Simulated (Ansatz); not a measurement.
Computed with Ansatz on PBE0-D4/def2-TZVP structures; ΔE is electronic, products minus reactants. CBS: MP2 limit from def2 TZ/QZ plus the TZ coupled-cluster correction, frozen cores. This one scheme is used for every species. Functionals use def2-TZVPP. B3LYP here is the variant with VWN-RPA as its local correlation; programs differ in this. One conformer a species, not always the lowest.

`OB(S)O[SiH3]` + HCl → `[SiH3]OB(S)Cl` + H₂O  (ligand exchange at a B–O bond)

`OB(S)O[SiH3]`:

Cartesian coordinates in Å:
```
O 1.692 0.179 -1.768
B 0.697 -0.211 -0.929
S -0.093 -1.848 -1.189
O 0.350 0.646 0.057
Si -0.670 0.824 1.327
H 1.907 -0.457 -2.452
H -0.959 -1.773 -0.168
H 0.134 0.998 2.559
H -1.516 2.017 1.091
H -1.541 -0.375 1.473
```

HCl:

```xyz
2

Cl    0.173   -0.272    0.552
H    -0.173    0.272   -0.552
```

`[SiH3]OB(S)Cl`:

Z-matrix (Å, degrees):
```
Si
O 1 1.655
H 1 1.484 2 110.1
H 1 1.481 2 108.0 3 120.5
H 1 1.480 2 107.4 3 -120.3
B 2 1.340 1 138.7 3 -10.4
Cl 6 1.766 2 118.3 1 -178.8
S 6 1.813 2 121.1 1 1.2
H 8 1.341 6 95.9 2 -179.8
```

H₂O:

```xyz
3

O    -0.073   -0.331   -0.192
H    -0.544    0.502   -0.264
H     0.617   -0.172    0.456
```

| level | ΔE (kcal/mol) |
| --- | --- |
| r2SCAN | 8.8 |
| B3LYP | 9.7 |
| r2SCAN0 | 9.0 |
| MP2/def2-SVP | 9.4 |
| MP2/def2-TZVPP | 7.3 |
| SCS-MP2/def2-TZVPP | 8.2 |
| CCSD/def2-TZVPP | 9.3 |
| HF/CBS(def2) | 11.3 |

(1) What does CCSD(T)/CBS give? (Estimate.)

Largest T1 diagnostic among the species: 0.013.

Results:

(1) Ansatz gave: +7.8 kcal/mol. The listed levels differ from it by 1.0, 1.9, 1.2, 1.6, -0.5, 0.4, 1.5, 3.5 kcal/mol.

The D4 term adds −0.8 kcal/mol with B3LYP and −0.4 kcal/mol with PBE0; it sums over pairs of atoms, weighted by their polarisabilities, and B3LYP, whose exchange is more repulsive, gets the larger term. At CCSD(T), def2-SVP lies +2.4 kcal/mol from the extrapolated value and def2-TZVPP +1.0 kcal/mol.

CCSD(T)/CBS has its own doubt, a few kJ/mol and more with outer-core shells, so smaller differences from it don't rank the levels.
